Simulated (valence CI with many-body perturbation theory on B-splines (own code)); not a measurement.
## Sensitivity of CI+MBPT for La LII

Computed by valence CI with perturbative core correlation (CI+MBPT): four valence electrons over a frozen Dirac-Fock core [He], a basis of 6 s, 6 p, 5 d, 3 f, 1 g functions for each j, with the one-electron correlation potential Σ1, the two-electron term Σ2, the three-electron term Σ3, Breit, model QED; selected CI, second order for the rest, scaled by the run's own slope (own B-spline code, finite nucleus).

The last digits are not significant, and no measured levels were compared; by estimate large intervals hold to a few tenths of a per cent, small ones and those within an open d or f shell to about a per cent.

The reference run has the lowest level (2s^2 2p1/2^2) J=0 and an ionisation energy of 10137.1 eV. Its largest variational space holds 9999 state functions.

Levels are named by their leading jj configuration (3d3/2^4 stands for four electrons in 3d with j = 3/2), which in mixed levels can hold well under half, so a name can repeat and another be missing. Letters in brackets count levels of one name in rising energy.

Changed runs:
A. core polarisation of operators on → off; hole-hole ladder in Σ2 on → off
B. scale of Σ2 1 → 1.2; box radius (bohr) 1.1225 → 2.12
C. size limit of the variational space 10000 → 3000; Breit term on → off; QED terms on → off; second order for the rest on → off
D. size limit of the variational space 10000 → 100; second order for the rest on → off (bad on purpose)

Excitation energies of the reference run in cm⁻¹, and shifts in cm⁻¹:

| Level | Reference | A | B | C | D |
| --- | --- | --- | --- | --- | --- |
| (2s^2 2p1/2 2p3/2) J=1 | 3435150 | -54 | -55 | +54388 | +1832 |
| (2s^2 2p1/2 2p3/2) J=2 | 3566740 | -54 | -4.3 | +83889 | +3006 |
| (2s 2p1/2^2 2p3/2) J=2 | 5059320 | -148 | -284 | +73834 | +5939 |
| (2s 2p1/2^2 2p3/2) J=1 | 5579780 | -146 | -509 | +63222 | +8202 |
| (2s^2 2p3/2^2) J=2 | 7112770 | -67 | +5.9 | +122157 | +1686 |
| (2s^2 2p3/2^2) J=0 | 7464600 | +40 | +133 | +90651 | +2008 |
| (2s 2p1/2 2p3/2^2) J=2 [a] | 8346010 | -206 | -239 | +117554 | +2568 |
| (2s 2p1/2 2p3/2^2) J=3 | 8643340 | -208 | -272 | +161124 | +3991 |
| (2s 2p1/2 2p3/2^2) J=0 | 8969150 | -94 | -181 | +95511 | +3251 |
| (2s 2p1/2 2p3/2^2) J=1 [a] | 9098930 | -194 | -594 | +114409 | +7536 |
| (2s 2p1/2 2p3/2^2) J=2 [b] | 9181650 | -207 | -543 | +143033 | +8538 |
| (2s 2p1/2 2p3/2^2) J=1 [b] | 9208230 | -108 | -397 | +111375 | +11005 |
| Ionisation energy (eV) | 10137.1 | -0.007 | -0.0036 | +15.8 | -0.49 |
